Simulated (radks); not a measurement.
The numbers below are computed, except where a source is named.
Question: Successive ionisation energies (eV) of one element, from differences of total energies of ions in their ground configurations, starting at charge 22: 677.88, 716.32, 860.08, 899.57, 939.43, 979.59, 1052.6, 1094.5, 1199.4, 1240.4, 2132.3, 2227.9, 2325.1, 2423.8, 2523.9, 2625.6, 2757.1, 2863.0, 2970.3, 3078.9, 3372.6, 3468.3. Code: a radial shooting solver on a logarithmic mesh with Libxc functionals. Model: Dirac Kohn-Sham, relativistic LDA (MacDonald-Vosko exchange, VWN5 correlation), spin-unpolarised, spherical densities, finite nucleus; open shells fill j = l - 1/2 first; Fermi nuclear charge, rms radius 4.9123 fm. Which element is it?

Answer: Neodymium (Z = 60). The first species listed is Nd22+ in [Kr] 4d2, the last Nd43+ in [Ne] 3s2 3p5.
